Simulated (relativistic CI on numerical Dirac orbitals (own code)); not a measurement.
## Mo3+: 4d valence photoemission

Computed with this model: Dirac-Coulomb-Breit CI, separate exchange-only KLI orbitals for each configuration, model QED, multiplet model of photoemission in the sudden approximation, unscaled Slater integrals; configurations [Kr] 4d3 → [Kr] 4d2; 300 K; Lorentzian 0.3 eV and Gaussian 0.5 eV FWHM. Energies are those of the free ion, without screening or charge transfer. The energies are binding energies and can lie tens of eV above those of solids. S is read from ⟨S²⟩ = S(S + 1).

Field parameters in Wybourne normalisation: Td as Oh with Dq negative (B⁴₀ = 21Dq, B⁴₄ = √(5/14) B⁴₀). The field is a parameter set, without covalency.

Peaks in eV (height, largest 100): 39.2 (100), 40.9 (27).

Task: Which surroundings give this spectrum?
A. Td, 10Dq = -7350 cm⁻¹
B. Td, 10Dq = -2650 cm⁻¹
C. free ion
D. Td, 10Dq = -16700 cm⁻¹

Result: C. free ion, where the ground state has S = 1.50.
